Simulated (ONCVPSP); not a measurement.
**Ranking ONCV potentials for lead**

All share these settings but for the change named:

```
Element                 : lead
Generator               : ONCVPSP 4.0.1
Type                    : optimised norm-conserving Vanderbilt (ONCV)
Functional              : LDA (Perdew-Wang 92)
Relativity              : scalar-relativistic
Frozen core             : [Xe] 4f14 5d10
Valence charge          : 4
Reference configuration : 6s2 6p1 (charge +1)
Partial waves           : 6s: rc 2.05 bohr, ncon 4, nbas 8, qcut 3.1 1/bohr, 3 projectors, debl 2.2 Ha; 6p: rc 2.50 bohr, ncon 4, nbas 7, qcut 3.5 1/bohr, 2 projectors, debl 2.7 Ha
Local potential         : polynomial inside 1.80 bohr (lpopt 4, dvloc0 3 Ha)
Core correction         : Teter function, fcfact 2, rcfact 1.1
```

Test errors are all-electron minus pseudo excitation energies from the reference, over 6s2 6p2; 6s2 6p0; 6s1 6p0; 6s0 6p4. None of these files shows a bound ghost.

The base gives 86.3 meV.

Of 8 variants that were run, those that failed, showed a ghost or another fault, or gave nearly equal values are left out.

A variant can come out equal or close to the base, since the largest error may sit in a test that the change hardly touches while other tests move.

(1) Rank these variants by their largest absolute test error, smallest first.
A. all radii but the core radius scaled by about 1.12 (s 2.28, p 2.80 bohr); local potential polynomial inside 2.00 bohr (lpopt 4, dvloc0 3 Ha)
B. all radii but the core radius scaled by about 1.33 (s 2.72, p 3.32 bohr); local potential polynomial inside 2.38 bohr (lpopt 4, dvloc0 3 Ha)
C. all radii but the core radius scaled by about 1.24 (s 2.54, p 3.10 bohr); local potential polynomial inside 2.24 bohr (lpopt 4, dvloc0 3 Ha)
D. all radii but the core radius scaled by about 1.20 (s 2.46, p 3.00 bohr); local potential polynomial inside 2.16 bohr (lpopt 4, dvloc0 3 Ha)
E. all radii but the core radius scaled by about 1.03 (s 2.12, p 2.58 bohr); local potential polynomial inside 1.86 bohr (lpopt 4, dvloc0 3 Ha)

Results:

(1) B (17.0 meV), C (25.0 meV), D (39.2 meV), A (65.6 meV), E (83.5 meV).
